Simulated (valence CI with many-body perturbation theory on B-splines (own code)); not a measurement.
**E1 line list for Te²⁰⁺**

Level of theory: configuration interaction combined with many-body perturbation theory (CI+MBPT): four valence electrons over a frozen Dirac-Fock core [Ar] 3d10, a basis of 11 s, 11 p, 9 d, 7 f, 5 g, 2 h, 1 i functions for each j, with the one-electron correlation potential Σ1, the two-electron term Σ2, the three-electron term Σ3, Breit, model QED; selected CI, second order for the rest (own B-spline code, finite nucleus).

No measured spectrum was set against this ion. As an estimate, levels hold to about 250 cm⁻¹ or 0.2 % of their energy and the worst to 1 %, as in measured heavy ions of charge 2 to 7; those with d or f electrons hold less well.

Lines 101 to 150 of 227 in falling wavelength, among levels below 1371000 cm⁻¹, chosen from the strongest by gf and those to the six lowest levels. Wavelengths and rates use the calculated energies, so an error of 1000 cm⁻¹ moves a line at 16.10 nm by 0.16 % and its rate by three times that or more. Electric multipoles are in the length gauge, E1 and E2 with the static RPA response of the core. Weak lines are less certain than strong ones. Lines between different terms over intervals too small for the method are left out, as are lines whose strength nearly cancels. Where a level lies close to another of its J and parity, the split of strength between their lines is uncertain. The highest levels of a list are the least certain.

Names give the largest LS component (configuration and term), which can be under half, so a name can repeat, a term be missing and a line seem to break the LS rules; names also repeat where a configuration has a term twice. Letters in brackets count levels of one name in rising energy.

```
λ vac (nm)              Upper        Lower   A (s⁻¹)  S (a.u.)
     16.10        4s4p³ ³P°_1  4s²4p² ³P_0  4.69e+09  2.90e-02
     15.83      4s²4p4d ³F°_2  4s²4p² ¹D_2  2.16e+10  2.11e-01
     15.81       4s4p²4d ⁵F_1  4s4p³ ⁵S°_2  9.54e+08  5.59e-03
     15.65   4s4p²4d ³P_1 [a]  4s4p³ ³P°_0  8.65e+09  4.91e-02
     15.57      4s²4p4d ³P°_1  4s²4p² ¹S_0  5.17e+08  2.89e-03
     15.57   4s4p²4d ³P_2 [a]  4s4p³ ³D°_3  1.11e+10  1.04e-01
     15.51       4s4p²4d ⁵F_2  4s4p³ ⁵S°_2  8.61e+09  7.93e-02
     15.39      4s²4p4d ³F°_2  4s²4p² ³P_1  4.30e+09  3.87e-02
     15.18           4p⁴ ³P_1  4s4p³ ⁵S°_2  1.34e+08  6.97e-04
     15.15       4s4p²4d ⁵D_3  4s4p³ ³D°_3  2.39e+10  2.87e-01
     15.11   4s4p²4d ³F_2 [a]  4s4p³ ³D°_1  2.84e+10  2.42e-01
     15.07       4s4p²4d ⁵P_2  4s4p³ ³D°_3  1.25e+10  1.06e-01
     15.05   4s4p²4d ³D_2 [c]  4s4p³ ³S°_1  5.63e+09  4.73e-02
     14.97      4s²4p4d ¹D°_2  4s²4p² ³P_2  1.60e+10  1.32e-01
     14.95   4s4p²4d ³D_3 [b]  4s4p³ ¹D°_2  2.10e+10  2.43e-01
     14.94           4p⁴ ¹D_2  4s4p³ ⁵S°_2  7.82e+08  6.44e-03
     14.94   4s4p²4d ⁵F_3 [a]  4s4p³ ⁵S°_2  1.87e+10  2.16e-01
     14.93      4s²4p4d ³F°_3  4s²4p² ¹D_2  3.11e+10  3.58e-01
     14.92        4s4p³ ³S°_1  4s²4p² ³P_0  1.80e+10  8.86e-02
     14.91   4s4p²4d ³F_3 [a]  4s4p³ ³D°_2  1.71e+10  1.96e-01
     14.89   4s4p²4d ³P_2 [a]  4s4p³ ³D°_2  4.57e+10  3.73e-01
     14.81   4s4p²4d ³D_1 [b]  4s4p³ ¹D°_2  3.41e+10  1.64e-01
     14.79        4s4p³ ¹P°_1  4s²4p² ¹D_2  1.63e+09  7.80e-03
     14.69   4s4p²4d ³F_2 [b]  4s4p³ ³D°_3  1.52e+10  1.19e-01
     14.63   4s4p²4d ³P_0 [a]  4s4p³ ³P°_1  5.32e+10  8.23e-02
     14.60      4s²4p4d ³D°_3  4s²4p² ³P_2  2.55e+10  2.74e-01
     14.56      4s²4p4d ³P°_1  4s²4p² ³P_2  4.55e+10  2.08e-01
     14.52   4s4p²4d ³P_1 [c]  4s4p³ ³S°_1  2.76e+10  1.25e-01
     14.50   4s4p²4d ³P_2 [b]  4s4p³ ³S°_1  5.34e+10  4.02e-01
     14.47   4s4p²4d ³F_4 [a]  4s4p³ ³D°_3  2.41e+10  3.25e-01
     14.47   4s4p²4d ³D_2 [a]  4s4p³ ¹D°_2  2.16e+10  1.62e-01
     14.44  4s²4p4d ³P°_2 [a]  4s²4p² ¹D_2  5.64e+10  4.19e-01
     14.41   4s4p²4d ³D_1 [b]  4s4p³ ³P°_0  2.51e+10  1.11e-01
     14.40        4s4p³ ¹P°_1  4s²4p² ³P_1  2.06e+10  9.13e-02
     14.34   4s4p²4d ³D_2 [a]  4s4p³ ³P°_1  2.40e+10  1.75e-01
     14.34   4s4p²4d ³F_3 [b]  4s4p³ ¹D°_2  4.03e+10  4.10e-01
     14.34   4s4p²4d ³P_0 [b]  4s4p³ ³P°_1  9.98e+10  1.45e-01
     14.30   4s4p²4d ³P_2 [a]  4s4p³ ³D°_1  2.12e+10  1.53e-01
     14.29  4s²4p4d ³P°_2 [b]  4s²4p² ³P_2  1.46e+11  1.05e+00
     14.27      4s²4p4d ³D°_1  4s²4p² ¹D_2  3.28e+09  1.41e-02
     14.25   4s4p²4d ³D_2 [b]  4s4p³ ¹D°_2  8.21e+09  5.86e-02
     14.21   4s4p²4d ³F_2 [c]  4s4p³ ³P°_1  1.70e+10  1.20e-01
     14.13   4s4p²4d ³D_2 [c]  4s4p³ ¹D°_2  3.75e+10  2.61e-01
     14.12   4s4p²4d ³D_2 [b]  4s4p³ ³P°_1  7.18e+10  4.99e-01
     14.10   4s4p²4d ³P_1 [b]  4s4p³ ³P°_1  9.21e+10  3.82e-01
     14.09   4s4p²4d ³F_2 [b]  4s4p³ ³D°_2  1.30e+10  9.01e-02
     14.07  4s²4p4d ³P°_2 [a]  4s²4p² ³P_1  1.06e+11  7.27e-01
     14.04       4s4p²4d ⁵D_1  4s4p³ ⁵S°_2  2.77e+09  1.13e-02
     14.03       4s4p²4d ⁵D_2  4s4p³ ⁵S°_2  1.20e+10  8.15e-02
     14.01   4s4p²4d ³D_1 [c]  4s4p³ ³P°_0  5.41e+10  2.20e-01
```
